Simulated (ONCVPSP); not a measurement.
## Potentials for zinc compared

Generated with ld1.x 7.5 (TM, RRKJ, ultrasoft, PAW), atompaw 4.2 or ONCVPSP 4.0.1. The cutoff is in Ry: for ld1.x and atompaw files where the sum of valence levels is converged to 10 mRy in a Bessel basis, for ONCV files where the hardest occupied wave has 1 mHa per electron of residual kinetic energy. The error is the largest all-electron minus pseudo excitation energy over each file’s own four to seven test configurations (ionisations up to +4, promotions, holes and added fractions of an electron), all of which were solved. The labels leave out finer settings (local radius, basis sizes, second energies), which also bear on the numbers. Spin-polarised tests are not counted. The rows are a selection from randomly drawn settings: files with unsolved tests, undetermined cutoffs or missed reference levels are left out.

A true bound ghost makes a file unfit for plane-wave use even where its test errors are small: the radial tests pick states by their node count and pass the ghost by.

| potential | cutoff (Ry) | largest error (meV) | bound ghosts |
| --- | --- | --- | --- |
| ONCV, PBEsol, scalar-relativistic, rc 0.95/0.65/1.20 (spd), local smoothed, core correction yes, reference 3s2 3p6 3d10 4s2, qcut 14.5/12.4/12.8, projectors 2/2/1 | 270 | -20 | none |
| ONCV, LDA (Perdew-Wang 92), scalar-relativistic, rc 1.05/1.00/1.25 (spd), local smoothed, core correction yes, reference 3s2 3p6 3d10, qcut 13.4/17.2/10.3, projectors 2/1/2 | 116 | +120 | none |
| ONCV, revPBE, scalar-relativistic, rc 1.15/0.75/1.00 (spd), local smoothed, core correction yes, reference 3s2 3p6 3d10 4s1.5, qcut 13.3/10.6/15.9, projectors 2/3/2 | 192 | -21 | none |
| ONCV, PBE, scalar-relativistic, rc 0.95/0.70/1.40 (spd), local smoothed, core correction yes, reference 3s2 3p6 3d10 4s1.75, qcut 14.4/14.2/10, projectors 2/2/2 | 178 | +424 | none |
| ONCV, PBE, scalar-relativistic, rc 1.95/1.70/1.50 (spd), local smoothed, core correction no, reference 3d10 4s2, qcut 4/5.5/11.9, projectors 2/2/3 | 103 | +169 | p |

Q: Fill in the row for Zn: ONCV, PBEsol, scalar-relativistic, rc 1.15/0.90/1.05/1.25 (spdf), local smoothed, core correction no, reference 3s2 3p6 3d10, qcut 10.9/18.3/14.9/8.9, projectors 2/1/2/2.

A: cutoff 173 Ry, largest error +25 meV, bound ghosts: none.

Q: Fill in the row for Zn: ONCV, PBE, fully relativistic, rc 1.20/0.95/1.00 (spd), local smoothed, core correction yes, reference 3s2 3p6 3d10 4s2, qcut 9.2/17/18.6, projectors 2/2/2.

A: cutoff 228 Ry, largest error +2.9 meV, bound ghosts: none.

Q: Fill in the row for Zn: ONCV, LDA (Perdew-Wang 92), scalar-relativistic, rc 1.20/0.80/0.90 (spd), local smoothed, core correction yes, reference 3s2 3p6 3d10 4s2, qcut 11.2/18.8/19.7, projectors 2/2/2.

A: cutoff 269 Ry, largest error -9.0 meV, bound ghosts: none.
